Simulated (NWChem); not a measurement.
# CH₃ClO₂Si; SMILES Cl[SiH2]C(=O)O

```xyz
8

O     -0.6805    -2.2895    -0.3311
C      0.0290    -1.3197    -0.1590
O      1.3072    -1.3984     0.2600
Si    -0.6899     0.4286    -0.4971
Cl     0.6578     1.9624    -0.1464
H      1.5095    -2.3503     0.3812
H     -1.8541     0.5894     0.3996
H     -1.0966     0.4537    -1.9182
```
Atoms are numbered in this order, from 1.

All runs: NWChem. Coordinates come from a B3LYP/6-31G* (spherical d) optimisation. GIAO values for the isolated, static molecule; σ is the absolute isotropic shielding, δ = σ(reference) − σ with the isolated reference molecule computed at the same levels (13C: tetramethylsilane, 1H: tetramethylsilane, 17O: water, 29Si: tetramethylsilane).

Task: What does the run give for KT2/pcSseg-1? Quantities: δ O1 (ppm); δ C2 (ppm); δ O3 (ppm); δ Si4 (ppm); σ Cl5 (ppm); δ H6 (ppm); δ H7 (ppm).

Result: 
```
Property     Result
-----------  ------
δ O1 (ppm)    472.2
δ C2 (ppm)    171.7
δ O3 (ppm)    247.5
δ Si4 (ppm)   -43.8
σ Cl5 (ppm)   963.8
δ H6 (ppm)     6.61
δ H7 (ppm)     5.15
```
